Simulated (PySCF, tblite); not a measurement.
Structures optimised with GFN2-xTB, isolated species. One conformer each, none proved a minimum here. Atom numbers follow the mapped SMILES.

**Question.** Rank these C–N bonds from shortest to longest.
A. C2–N3 in `[CH2:1]=[CH:2][N:3]([NH:4][CH:5]1[CH2:6][CH2:7]1)[CH:8]([CH3:9])[CH3:10]` with C1–C2–N3–N4 -10°, C2–N3–N4–C5 -68°, N3–N4–C5–C6 176°, C2–N3–C8–C9 -153°
B. C2–N3 in `[CH3:1][c:2]1[n:3][c:4]([F:5])[cH:6][c:7]([F:8])[p:9]1`
C. C3–N8 in `[CH:1]#[C:2][C@@H:3]1[CH2:4][Si@H:5]([CH2:6][F:7])[NH:8]1` with C4–Si5–C6–F7 177°, C2–C3–C4–Si5 -127°, C3–C4–Si5–C6 119°, C4–Si5–N8–C3 -8°, C2–C3–N8–Si5 130°
D. N7–C8 in `[CH3:1][C:2]([CH3:3])([CH3:4])/[CH:5]=[N:6]/[NH:7][CH:8]1[CH2:9][CH2:10]1` with C5–N6–N7–C8 -16°, N6–N7–C8–C9 -140°
E. N5–C6 in `[CH3:1][CH2:2]/[CH:3]=[N:4]\[N:5]([CH3:6])[CH:7]1[CH2:8][CH2:9][CH2:10]1` with C1–C2–C3–N4 -166°, C3–N4–N5–C6 16°, N4–N5–C7–C8 35°, N5–C7–C8–C9 -135°, C7–C8–C9–C10 14°, C8–C9–C10–C7 -14°, N5–C7–C10–C9 134°

**Answer.** B (1.313 Å), A (1.373 Å), D (1.429 Å), E (1.451 Å), C (1.464 Å).

- 1.313 Å: aromatic, substituted aromatic carbon to pyridine-type nitrogen, in a 6-membered ring
- 1.373 Å: drawn single, vinylic carbon bearing nitrogen to hydrazine nitrogen
- 1.429 Å: drawn single, ends: nitrogen bonded to C, N and H; sp3 carbon bound to nitrogen
- 1.451 Å: drawn single, ends: nitrogen bonded to 2 C and N; N-methyl carbon
- 1.464 Å: drawn single, sp3 carbon bound to nitrogen to silicon-bound nitrogen, in a 4-membered ring

**Question.** Rank these N–N bonds from shortest to longest.
A. N3–N4 in `[CH2:1]=[CH:2][N:3]([NH:4][CH:5]1[CH2:6][CH2:7]1)[CH:8]([CH3:9])[CH3:10]` with C1–C2–N3–N4 -10°, C2–N3–N4–C5 -68°, N3–N4–C5–C6 176°, C2–N3–C8–C9 -153°
B. N4–N5 in `[CH3:1][CH2:2]/[CH:3]=[N:4]\[N:5]([CH3:6])[CH:7]1[CH2:8][CH2:9][CH2:10]1` with C1–C2–C3–N4 -166°, C3–N4–N5–C6 16°, N4–N5–C7–C8 35°, N5–C7–C8–C9 -135°, C7–C8–C9–C10 14°, C8–C9–C10–C7 -14°, N5–C7–C10–C9 134°
C. N3–N7 in `[CH2:1]=[CH:2][N:3]1[CH2:4][CH2:5][CH2:6][N:7]1[CH:8]([CH3:9])[CH3:10]` with C1–C2–N3–C4 26°, C6–N7–C8–C9 73°, C2–N3–C4–C5 145°, N3–C4–C5–C6 -18°, C4–C5–C6–N7 29°, C5–C6–N7–C8 96°
D. N6–N7 in `[CH3:1][C:2]([CH3:3])([CH3:4])/[CH:5]=[N:6]/[NH:7][CH:8]1[CH2:9][CH2:10]1` with C5–N6–N7–C8 -16°, N6–N7–C8–C9 -140°

**Answer.** B (1.330 Å), D (1.347 Å), A (1.400 Å), C (1.419 Å).

- 1.330 Å: drawn single, ends: C=N nitrogen; nitrogen bonded to 2 C and N
- 1.347 Å: drawn single, ends: C=N nitrogen; nitrogen bonded to C, N and H
- 1.400 Å: drawn single, both ends hydrazine nitrogen
- 1.419 Å: drawn single, both ends hydrazine nitrogen, in a 5-membered ring

**Question.** Rank these C–C bonds from shortest to longest.
A. C2–C3 in `[CH:1]#[C:2][C@@H:3]1[CH2:4][Si@H:5]([CH2:6][F:7])[NH:8]1` with C4–Si5–C6–F7 177°, C2–C3–C4–Si5 -127°, C3–C4–Si5–C6 119°, C4–Si5–N8–C3 -8°, C2–C3–N8–Si5 130°
B. C8–C9 in `[CH3:1][CH2:2]/[CH:3]=[N:4]\[N:5]([CH3:6])[CH:7]1[CH2:8][CH2:9][CH2:10]1` with C1–C2–C3–N4 -166°, C3–N4–N5–C6 16°, N4–N5–C7–C8 35°, N5–C7–C8–C9 -135°, C7–C8–C9–C10 14°, C8–C9–C10–C7 -14°, N5–C7–C10–C9 134°
C. C1–C2 in `[CH2:1]=[CH:2][N:3]([NH:4][CH:5]1[CH2:6][CH2:7]1)[CH:8]([CH3:9])[CH3:10]` with C1–C2–N3–N4 -10°, C2–N3–N4–C5 -68°, N3–N4–C5–C6 176°, C2–N3–C8–C9 -153°
D. C4–C6 in `[CH3:1][c:2]1[n:3][c:4]([F:5])[cH:6][c:7]([F:8])[p:9]1`
E. C9–C10 in `[CH3:1][C:2]([CH3:3])([CH3:4])/[CH:5]=[N:6]/[NH:7][CH:8]1[CH2:9][CH2:10]1` with C5–N6–N7–C8 -16°, N6–N7–C8–C9 -140°

**Answer.** C (1.332 Å), D (1.387 Å), A (1.447 Å), E (1.499 Å), B (1.536 Å).

- 1.332 Å: drawn double, terminal =CH2 carbon to vinylic carbon bearing nitrogen
- 1.387 Å: aromatic, aromatic C–F carbon to aromatic CH carbon, in a 6-membered ring
- 1.447 Å: drawn single, alkyne carbon to sp3 carbon bound to nitrogen
- 1.499 Å: drawn single, both ends three-membered-ring carbon, in a 3-membered ring
- 1.536 Å: drawn single, both ends four-membered-ring carbon, in a 4-membered ring

**Question.** Order these C–C–N angles, narrowest first.
A. C3–C2–N7 in `[NH2:1][c:2]1[cH:3][cH:4][cH:5][cH:6][n:7]1`
B. C2–C3–N8 in `[CH:1]#[C:2][C@@H:3]1[CH2:4][Si@H:5]([CH2:6][F:7])[NH:8]1` with C4–Si5–C6–F7 177°, C2–C3–C4–Si5 -127°, C3–C4–Si5–C6 119°, C4–Si5–N8–C3 -8°, C2–C3–N8–Si5 130°
C. N4–C5–C6 in `[CH2:1]=[CH:2][N:3]([NH:4][CH:5]1[CH2:6][CH2:7]1)[CH:8]([CH3:9])[CH3:10]` with C1–C2–N3–N4 -10°, C2–N3–N4–C5 -68°, N3–N4–C5–C6 176°, C2–N3–C8–C9 -153°
D. C2–C3–N4 in `[CH3:1][CH2:2]/[CH:3]=[N:4]\[N:5]([CH3:6])[CH:7]1[CH2:8][CH2:9][CH2:10]1` with C1–C2–C3–N4 -166°, C3–N4–N5–C6 16°, N4–N5–C7–C8 35°, N5–C7–C8–C9 -135°, C7–C8–C9–C10 14°, C8–C9–C10–C7 -14°, N5–C7–C10–C9 134°
E. C2–C5–N6 in `[CH3:1][C:2]([CH3:3])([CH3:4])/[CH:5]=[N:6]/[NH:7][CH:8]1[CH2:9][CH2:10]1` with C5–N6–N7–C8 -16°, N6–N7–C8–C9 -140°
F. C1–C2–N3 in `[CH3:1][c:2]1[n:3][c:4]([F:5])[cH:6][c:7]([F:8])[p:9]1`

**Answer.** B (112.6°), F (115.8°), C (117.5°), E (120.9°), A (122.4°), D (133.6°).

All values are computed, not measured.
